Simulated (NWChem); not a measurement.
The numbers come from NWChem runs, not from measurements. System: C3H4O3, charge 0, spin multiplicity 1, displaced from the optimised geometry. Level: B3LYP/def2-SVP, VWN1-RPA local correlation.

Job file:

```
start mol
memory heap 200 mb stack 900 mb global 1100 mb
geometry units angstroms nocenter noautoz
  O      0.000000     0.000000    -2.075923
  C      0.000000     0.000000    -0.867517
  O     -1.126372     0.000000    -0.078594
  C     -0.784368     0.000000     1.319864
  C      0.784368     0.000000     1.319864
  O      1.126372     0.000000    -0.078594
  H     -1.221912    -0.911076     1.807908
  H     -1.221912     0.911076     1.807908
  H      1.221912     0.911076     1.807908
  H      1.221912    -0.911076     1.807908
  symmetry group C2v
end
basis spherical
  * library def2-svp
end
dft
  xc b3lyp
  iterations 100
  direct
end
task dft gradient
```

Part of the output:

```
             Northwest Computational Chemistry Package (NWChem) 7.3.0
             --------------------------------------------------------

                                NWChem Input Module
                                -------------------

 Scaling coordinates for geometry "geometry" by  1.889725989
 (inverse scale =  0.529177249)

 Turning off AUTOSYM since
 SYMMETRY directive was detected!

                             Geometry "geometry" -> ""
                             -------------------------

 Output coordinates in angstroms (scale by  1.889725989 to convert to a.u.)

  No.       Tag          Charge          X              Y              Z
 ---- ---------------- ---------- -------------- -------------- --------------
    1 O                    8.0000     0.00000000     0.00000000    -2.07592300
    2 C                    6.0000     0.00000000     0.00000000    -0.86751700
    3 O                    8.0000    -1.12637200     0.00000000    -0.07859400
    4 C                    6.0000    -0.78436800     0.00000000     1.31986400
    5 C                    6.0000     0.78436800     0.00000000     1.31986400
    6 O                    8.0000     1.12637200     0.00000000    -0.07859400
    7 H                    1.0000    -1.22191200    -0.91107600     1.80790800
    8 H                    1.0000    -1.22191200     0.91107600     1.80790800
    9 H                    1.0000     1.22191200     0.91107600     1.80790800
   10 H                    1.0000     1.22191200    -0.91107600     1.80790800

 Effective nuclear repulsion energy (a.u.)     242.3347345635

            Nuclear Dipole moment (a.u.)
            ----------------------------
        X                 Y               Z
 ---------------- ---------------- ----------------
     0.0000000000     0.0000000000     0.0000188973

      Symmetry information
      --------------------

 Group name             C2v
 Group number             16
 Group order               4
 No. of unique centers     5

      Symmetry unique atoms

     1    2    3    4    7


 Summary of "ao basis" -> "" (spherical)
 ------------------------------------------------------------------------------
       Tag                 Description            Shells   Functions and Types
 ---------------- ------------------------------  ------  ---------------------
 *                          def2-svp                  on all atoms

                                 NWChem DFT Module
                                 -----------------

 Summary of "ao basis" -> "ao basis" (spherical)
 ------------------------------------------------------------------------------
       Tag                 Description            Shells   Functions and Types
 ---------------- ------------------------------  ------  ---------------------
 O                          def2-svp                 6       14   3s2p1d
 C                          def2-svp                 6       14   3s2p1d
 H                          def2-svp                 3        5   2s1p

 Summary of "ao basis" -> "ao basis" (spherical)
 ------------------------------------------------------------------------------
       Tag                 Description            Shells   Functions and Types
 ---------------- ------------------------------  ------  ---------------------
 O                          def2-svp                 6       14   3s2p1d
 C                          def2-svp                 6       14   3s2p1d
 H                          def2-svp                 3        5   2s1p
[...]
    17     -0.380538   2 C  s                31      0.294879   3 O  s

 Vector   26  Occ=0.000000D+00  E= 5.557908D-02  Symmetry=a1
              MO Center= -4.0D-14, -8.1D-14,  1.2D+00, r^2= 3.8D+00
   Bfn.  Coefficient  Atom+Function         Bfn.  Coefficient  Atom+Function
  ----- ------------  ---------------      ----- ------------  ---------------
    45      1.035946   4 C  s                59      1.035946   5 C  s
    31     -0.632006   3 O  s                73     -0.632006   6 O  s
    51     -0.457628   4 C  pz               65     -0.457628   5 C  pz
    86     -0.442203   7 H  s                91     -0.442203   8 H  s
    96     -0.442203   9 H  s               101     -0.442203  10 H  s

 center of mass
 --------------
 x =   0.00000000 y =   0.00000000 z =  -0.15380551

 moments of inertia (a.u.)
 ------------------
         485.331123681054           0.000000000000           0.000000000000
           0.000000000000         692.539682711885           0.000000000000
           0.000000000000           0.000000000000         231.107683909344

     Multipole analysis of the density
     ---------------------------------

     L   x y z        total         alpha         beta         nuclear
     -   - - -        -----         -----         ----         -------
     0   0 0 0     -0.000000    -23.000000    -23.000000     46.000000

     1   1 0 0     -0.000000     -0.000000     -0.000000      0.000000
     1   0 1 0      0.000000      0.000000      0.000000      0.000000
     1   0 0 1      2.111086      1.055533      1.055533      0.000019

     2   2 0 0    -26.987029    -73.584699    -73.584699    120.182369
     2   1 1 0      0.000000      0.000000      0.000000      0.000000
     2   1 0 1     -0.000000     -0.000000     -0.000000      0.000000
     2   0 2 0    -23.804240    -17.830511    -17.830511     11.856783
     2   0 1 1      0.000000      0.000000      0.000000      0.000000
     2   0 0 2    -26.676449   -143.804585   -143.804585    260.932721

            General Information
            -------------------
          SCF calculation type: DFT
          Wavefunction type:  closed shell.
          No. of atoms     :    10
          No. of electrons :    46
           Alpha electrons :    23
            Beta electrons :    23
          Charge           :     0
          Spin multiplicity:     1
          Use of symmetry is: on ; symmetry adaption is: on
          Maximum number of iterations: 100
          This is a Direct SCF calculation.
          AO basis - number of functions:   104
                     number of shells:    48
          Convergence on energy requested:  1.00D-06
          Convergence on density requested:  1.00D-05
          Convergence on gradient requested:  5.00D-04

              XC Information
              --------------
                         B3LYP Method XC Potential
                     Hartree-Fock (Exact) Exchange  0.200
                        Slater Exchange Functional  0.800 local
                    Becke 1988 Exchange Functional  0.720 non-local
              Lee-Yang-Parr Correlation Functional  0.810
                  VWN I RPA Correlation Functional  0.190 local

             Grid Information
             ----------------
          Grid used for XC integration:  medium
          Radial quadrature: Mura-Knowles
          Angular quadrature: Lebedev.
          Tag              B.-S. Rad. Rad. Pts. Rad. Cut. Ang. Pts.
          ---              ---------- --------- --------- ---------
          O                   0.60       49          11.0       434
          C                   0.70       49           9.0       434
          H                   0.35       45           9.0       434
          Grid pruning is: on
          Number of quadrature shells:   241
          Spatial weights used:  Erf1

          Convergence Information
          -----------------------
          Convergence aids based upon iterative change in
          total energy or number of iterations.
          Levelshifting, if invoked, occurs when the
          HOMO/LUMO gap drops below (HL_TOL):  1.00D-02
          DIIS, if invoked, will attempt to extrapolate
          using up to (NFOCK): 10 stored Fock matrices.

                    Damping( 0%)  Levelshifting(0.5)       DIIS
                  --------------- ------------------- ---------------
          dE  on:    start            ASAP                start
          dE off:    2 iters        100 iters           100 iters

      Screening Tolerance Information
      -------------------------------
          Density screening/tol_rho:  1.00D-10
          AO Gaussian exp screening on grid/accAOfunc:  14
          CD Gaussian exp screening on grid/accCDfunc:  20
          XC Gaussian exp screening on grid/accXCfunc:  20
          Schwarz screening/accCoul:  1.00D-08

                            NWChem DFT Gradient Module
                            --------------------------

  charge          =   0.00
  wavefunction    = closed shell

  Using symmetry

                         DFT ENERGY GRADIENTS

    atom               coordinates                        gradient
                 x          y          z           x          y          z
   1 O       0.000000   0.000000  -3.922926    0.000000   0.000000  -0.038951
   2 C       0.000000   0.000000  -1.639369    0.000000   0.000000   0.017095
   3 O      -2.128534   0.000000  -0.148521   -0.014989   0.000000  -0.001333
   4 C      -1.482241   0.000000   2.494181    0.000378   0.000000  -0.000751
   5 C       1.482241   0.000000   2.494181   -0.000378   0.000000  -0.000751
   6 O       2.128534   0.000000  -0.148521    0.014989   0.000000  -0.001333
   7 H      -2.309079  -1.721684   3.416451   -0.005314  -0.010510   0.006506
   8 H      -2.309079   1.721684   3.416451   -0.005314   0.010510   0.006506
   9 H       2.309079   1.721684   3.416451    0.005314   0.010510   0.006506
  10 H       2.309079  -1.721684   3.416451    0.005314  -0.010510   0.006506

                 ----------------------------------------
                 |  Time  |  1-e(secs)   |  2-e(secs)   |
                 ----------------------------------------
                 |  CPU   |       0.01   |       1.57   |
                 ----------------------------------------
                 |  WALL  |       0.01   |       1.57   |
                 ----------------------------------------

 Task  times  cpu:       10.3s     wall:       10.3s

 Total times  cpu:       10.3s     wall:       10.3s
```
